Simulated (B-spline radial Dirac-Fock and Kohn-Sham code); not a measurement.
## What relativity does to the binding energies of Re³⁺

System: Re³⁺ in the configuration [Xe] 4f14 5d4.

Both columns are ΔSCF binding energies of the configuration average from a radial atomic solver: non-relativistic Hartree-Fock with a point nucleus, and Dirac-Fock with a finite nucleus and the Coulomb interaction alone, averaged over the two j levels with weights 2j+1.

| shell | Hartree-Fock (eV) | Dirac-Fock (eV) | shift (eV) | shift (%) |
| --- | --- | --- | --- | --- |
| 1s | 66068.0 | 72080.0 | +6011.93 | +9.10 |
| 2s | 11024.4 | 12622.7 | +1598.33 | +14.50 |
| 2p | 10553.5 | 11086.4 | +532.94 | +5.05 |
| 3s | 2595.2 | 2991.0 | +395.81 | +15.25 |
| 3p | 2376.2 | 2524.9 | +148.75 | +6.26 |
| 3d | 1972.1 | 1955.1 | -16.96 | -0.86 |
| 4s | 578.0 | 675.6 | +97.57 | +16.88 |
| 4p | 484.9 | 519.4 | +34.56 | +7.13 |
| 4d | 315.5 | 310.9 | -4.52 | -1.43 |
| 4f | 91.85 | 81.63 | -10.22 | -11.13 |
| 5s | 112.0 | 128.3 | +16.34 | +14.59 |
| 5p | 81.52 | 85.74 | +4.22 | +5.17 |
| 5d | 39.22 | 38.01 | -1.21 | -3.08 |

Relativity binds 1s, 2s, 2p, 3s, 3p, 4s, 4p, 5s, 5p more strongly, among those listed most of all 4s in relative terms, and 3d, 4d, 4f, 5d more weakly, because the contracted s and p shells screen the nucleus better.

Values without a named source are computed, but for edge energies of neutral atoms, which are taken from tables.
